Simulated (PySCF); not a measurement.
Exact mass, isotope pattern and composition

Species: `C=C/C=C(\C)[SiH2]C(=C)C`.

Calculated for natural abundance.

(1) Find the molar and monoisotopic masses of C8H14Si.

(2) What cluster does the molecular ion M+• show when like nominal masses merge?

(3) What resolving power m/Δm just matches the spacing of the species with one 29Si and with one 13C?

(4) What share of all molecules is the monoisotopic species?

(5) List the species in which a single atom is changed from its most abundant isotope.

(6) Elemental analysis, calculated?

Answers

(1) For C8H14Si, with standard atomic weights, 8 × 12.011 + 1 × 28.085 + 14 × 1.008 = 138.285 g/mol. From the most abundant isotopes (12C, 28Si, 1H), 8 × 12.000000 + 1 × 27.976927 + 14 × 1.007825 = 138.0865 u.

(2) 
```json
{"nominal mass": "138", "m/z (centroid)": "138.0859", "relative intensity": "100.0"}
{"nominal mass": "139", "m/z (centroid)": "139.0879", "relative intensity": "13.9"}
{"nominal mass": "140", "m/z (centroid)": "140.0843", "relative intensity": "4.1"}
{"nominal mass": "141", "m/z (centroid)": "141.0868", "relative intensity": "0.3"}
```

Cut off at 0.1 %. One electron mass, 0.00055 u, is taken off.

(3) They lie 0.00379 u apart at mass 139.09, so m/Δm is about 37000.

(4) 0.9893^8 × 0.922297 × 0.999885^14 = 84.49 %.

(5) Intensity in % of the monoisotopic species:

```json
{"isotope": "29Si", "mass shift (u)": "+0.99957", "m/z": "139.0855", "intensity (%)": "5.08"}
{"isotope": "13C", "mass shift (u)": "+1.00335", "m/z": "139.0893", "intensity (%)": "8.65"}
{"isotope": "2H", "mass shift (u)": "+1.00628", "m/z": "139.0922", "intensity (%)": "0.16"}
{"isotope": "30Si", "mass shift (u)": "+1.99684", "m/z": "140.0828", "intensity (%)": "3.35"}
```

Species under 0.02 % are left out.

(6) C 69.49 %, Si 20.31 %, H 10.21 %.
